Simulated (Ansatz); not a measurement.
Calculated with Ansatz (gas phase, PBE0-D4/def2-TZVP geometries, no zero-point term in ΔE). CBS: MP2 limit from def2 TZ/QZ plus the TZ coupled-cluster correction, frozen cores. This one scheme is used for every species. DFT in def2-TZVPP. For Ge outer-core shells are correlated without core-valence functions, which leaves a few kJ/mol of doubt a bond. Scalar relativity is left out up to krypton. One conformer a species, not always the lowest.

Reaction (cleavage of the Ge–Si bond): `[SiH3][GeH3]` + `OCS` → `OC[S][GeH3]` + SiH₄

Problem. Is it downhill or uphill in electronic energy at CCSD(T)/CBS, and by how much? (An estimate is asked.)

Solution. Ansatz gave: Downhill: ΔE = -7.9 kcal/mol.

Problem. What do these levels give: PBE, SCS-MP2/def2-TZVPP, CCSD(T)/def2-TZVPP, HF/def2-QZVPP, MP2/def2-QZVPP, SCS-MP2/def2-QZVPP? (Best estimate.)

Solution. Ansatz gave: PBE -6.3, SCS-MP2/def2-TZVPP -9.5, CCSD(T)/def2-TZVPP -8.0, HF/def2-QZVPP -8.8, MP2/def2-QZVPP -9.5, SCS-MP2/def2-QZVPP -9.4 kcal/mol.

Largest T1 diagnostic among the species: 0.012.

The D4 term adds −1.1 kcal/mol with B3LYP and −0.6 kcal/mol with PBE0; it sums over pairs of atoms, weighted by their polarisabilities, and B3LYP, whose exchange is more repulsive, gets the larger term.

B3LYP here is the variant with VWN-RPA as its local correlation; programs differ in this.
